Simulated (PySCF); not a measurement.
B3LYP has the VWN-RPA correlation part, as in Gaussian. Delta-SCF ions had no search for a lower state. Excitations are Tamm–Dancoff values on a coarser integration grid. The basis has no diffuse functions, so Rydberg states are missing or too high.

Cartesian coordinates (Å):
```xyz
16

C     -1.9046     0.6388    -0.0752
N     -0.7868    -0.2516     0.0363
C     -1.1548    -1.6358     0.0988
In     1.1457     0.3779     0.0442
N      2.5867    -1.0458     0.2770
N      1.5043     2.3808     0.1681
H     -2.5098     0.4535    -0.9894
H     -2.6022     0.5480     0.7852
H     -1.5790     1.6907    -0.1113
H     -1.7003    -1.9761    -0.8083
H     -1.8185    -1.8543     0.9630
H     -0.2693    -2.2820     0.2077
H      2.3834    -1.9385    -0.1660
H      3.5264    -0.7706     0.0028
H      0.7803     2.9743    -0.2296
H      2.3986     2.6909    -0.2033
```
Charge 0, spin multiplicity 1.

Q: Predict the brightest of the four lowest singlets (TDA), vertical ionisation energy (Delta-SCF), T1 excitation (TDA), HOMO–LUMO gap and S1 excitation (TDA) from PySCF 2.14.0 with B3LYP-D3(BJ)/def2-TZVP // PBE0-D3(BJ)/def2-SVP.

A: 
| Quantity | Result |
|---|---|
| brightest of the four lowest singlets (TDA) | 4.76 eV |
| vertical ionisation energy (Delta-SCF) | 7.51 eV |
| T1 excitation (TDA) | 3.16 eV |
| HOMO–LUMO gap | 4.39 eV |
| S1 excitation (TDA) | 3.49 eV |
